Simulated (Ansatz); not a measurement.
Geometry optimisation, Ansatz, RKS PBE0-D4/def2-SVP.

input.yaml

```yaml
crystal:
  periodic: [false, false, false]
  atoms:
    - { symbol: Sn, position_ang: [-0.517043, 0.0, -0.440654] }
    - { symbol: H, position_ang: [0.212892, 0.0, 2.420509] }
    - { symbol: H, position_ang: [0.955899, 0.0, 0.426555] }
    - { symbol: H, position_ang: [-0.662859, 1.437881, -1.349962] }
    - { symbol: H, position_ang: [-0.662859, -1.437881, -1.349962] }
    - { symbol: Cl, position_ang: [-2.453311, 0.0, 0.970774] }
    - { symbol: H, position_ang: [-0.478419, 0.0, 2.62064] }
basis:
  gaussian: { orbitals: def2-SVP }
hamiltonian:
  xc: pbe0
  dispersion: d4
relax:
  f_tol: 0.03
  max_steps: 50
```

Launched with:

```bash
$ ansatz run input.yaml --threads 2 --pin off --max-ram 3072MiB --backend cpu --events-out ev --progress --plain --runs-dir out
```

Problem. Where does it end, and by what steps?

Solution. The forces met the threshold. The force dipped under the threshold on the way, but the program's further checks kept it going. After 9 steps the energy has fallen by 0.222 eV; H2 moved furthest, 1.03 Å.

| step | energy less start (eV) | largest force component (eV/Å) | accepted |
| --- | --- | --- | --- |
| 0 | 0.0000 | 1.677 | yes |
| 1 | -0.1285 | 0.199 | yes |
| 2 | -0.1772 | 0.272 | yes |
| 3 | -0.2050 | 0.177 | yes |
| 4 | -0.2136 | 0.037 | yes |
| 5 | -0.2176 | 0.171 | yes |
| 6 | -0.2216 | 0.019 | yes |
| 7 | -0.2219 | 0.103 | yes |
| 8 | -0.2222 | 0.050 | yes |
| 9 | -0.2224 | 0.006 | yes |

```xyz
7
Properties=species:S:1:pos:R:3
Sn -0.561 0.000 -0.761
H 0.266 0.000 3.444
H 0.896 0.000 0.128
H -0.771 1.420 -1.685
H -0.771 -1.420 -1.685
Cl -2.299 0.000 0.840
H -0.365 0.000 3.017
```

Whether the end is a true minimum wasn't checked by a vibrational analysis.

The run took 15 s on 2 threads of Arm Neoverse V1 (shared host), peak memory 0.14 GiB.
